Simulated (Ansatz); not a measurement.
Reaction (redistribution): `[OH][Ga]([OH])[O][SiH3]` + `CBBF` → `[OH][Ga]([F])[O][SiH3]` + `CBBO`

Program: Ansatz. Geometries: PBE0-D4/def2-TZVP. ΔE: electronic, gas phase. CCSD(T)/CBS is the MP2 limit (def2-TZVPP, def2-QZVPP) plus CCSD(T) − MP2 in def2-TZVPP, frozen cores. Functionals use def2-TZVPP. B3LYP here is the variant with VWN-RPA as its local correlation; programs differ in this. For Ga outer-core shells are correlated without core-valence functions, which leaves a few kJ/mol of doubt a bond. Scalar relativity is left out up to krypton. One conformer a species, not always the lowest.

`[OH][Ga]([OH])[O][SiH3]`:

Z-matrix (Å, degrees):
```
Si
O 1 1.636
H 1 1.486 2 108.1
H 1 1.488 2 111.1 3 119.6
H 1 1.488 2 111.1 3 -119.5
Ga 2 1.766 1 138.2 3 -179.1
O 6 1.772 2 119.8 1 -179.8
O 6 1.769 2 119.1 1 0.2
H 7 0.960 6 113.1 2 0.0
H 8 0.960 6 113.4 2 180.0
```

`CBBF`:

```xyz
9

C     0.649   -1.110    0.005
B    -0.434   -0.060   -0.382
B    -0.611    1.448    0.344
F     0.055    2.523   -0.071
H     1.426   -0.964   -0.765
H     1.139   -0.971    0.970
H     0.327   -2.148   -0.106
H    -1.193   -0.353   -1.271
H    -1.359    1.635    1.276
```

`[OH][Ga]([F])[O][SiH3]`:

```xyz
9

O    -1.636   -1.476   -1.900
Ga   -0.288   -0.694   -1.083
F     1.302   -0.743   -1.807
O    -0.494    0.136    0.444
Si    0.420    0.973    1.516
H    -1.378   -1.892   -2.727
H     1.528    0.129    2.039
H    -0.458    1.383    2.639
H     1.004    2.184    0.879
```

`CBBO`:

Cartesian coordinates in Å:
```
C -0.447 -1.403 -0.237
B -0.238 0.100 -0.600
B 0.863 1.124 0.153
O 0.677 1.907 1.248
H -0.634 -2.044 -1.102
H 0.312 -1.857 0.402
H -1.392 -1.416 0.332
H -0.911 0.533 -1.503
H 1.976 1.200 -0.315
H -0.205 1.856 1.622
```

```json
{"level": "B3LYP-D4", "ΔE (kJ/mol)": "-18.2"}
{"level": "r2SCAN", "ΔE (kJ/mol)": "-20.4"}
```

Task: What does CCSD(T)/CBS give? (Estimate.)

Result: The calculation gave: -14.8 kJ/mol. The listed levels differ from it by -3.4, -5.6 kJ/mol.

Largest T1 diagnostic among the species: 0.014.
